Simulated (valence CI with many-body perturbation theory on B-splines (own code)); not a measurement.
The numbers below are computed, except where a source is named.
**Cl¹⁰⁺ in three bases**

Method: configuration interaction combined with many-body perturbation theory (CI+MBPT): five valence electrons over a frozen Dirac-Fock core [He], a basis of 9 s, 9 p, 8 d, 6 f, 3 g, 1 h functions for each j, with the one-electron correlation potential Σ1 (screened to all orders), the two-electron term Σ2, the three-electron term Σ3, Breit, model QED; selected single and double excitations, second order for the rest, scaled by the run's own slope (own B-spline code, finite nucleus).

No measured spectrum was set against this ion. As an estimate, levels of excited configurations hold to 0.05 to 0.15 % of their energy, terms of the ground configuration to about 0.5 %. Among the levels kept, up to 2400 cm⁻¹ of a level comes from second order outside the variational space, and about a tenth of that is noise between levels of different J, which matters for small intervals.

The reference run has the lowest level 2s2 2p3 4S°_3/2 and an ionisation energy of 529.697 eV. Its largest variational space holds 21195 state functions.

Changed runs:
A. basis 6 s, 6 p, 5 d, 3 f, 1 g
B. basis 5 s, 5 p, 4 d, 2 f

Excitation energies of the reference run in cm⁻¹, and shifts in cm⁻¹:

| Level | Reference | A | B |
| --- | --- | --- | --- |
| 2s2 2p3 2D°_3/2 | 89077 | +246 | +747 |
| 2s2 2p3 2D°_5/2 | 91087 | +261 | +758 |
| 2s2 2p3 2P°_1/2 | 138393 | +280 | +866 |
| 2s2 2p3 2P°_3/2 | 141438 | +281 | +859 |
| 2s 2p4 4P_5/2 | 412079 | +93 | +264 |
| 2s 2p4 4P_3/2 | 421338 | +83 | +254 |
| 2s 2p4 4P_1/2 | 425986 | +74 | +245 |
| 2s 2p4 2D_3/2 | 567357 | +344 | +1052 |
| 2s 2p4 2D_5/2 | 567671 | +355 | +1060 |
| 2s 2p4 2S_1/2 | 662434 | +430 | +1360 |
| 2s 2p4 2P_3/2 | 691626 | +392 | +1217 |
| 2s 2p4 2P_1/2 | 703641 | +372 | +1202 |
| Ionisation energy (eV) | 529.697 | -0.021 | -0.064 |
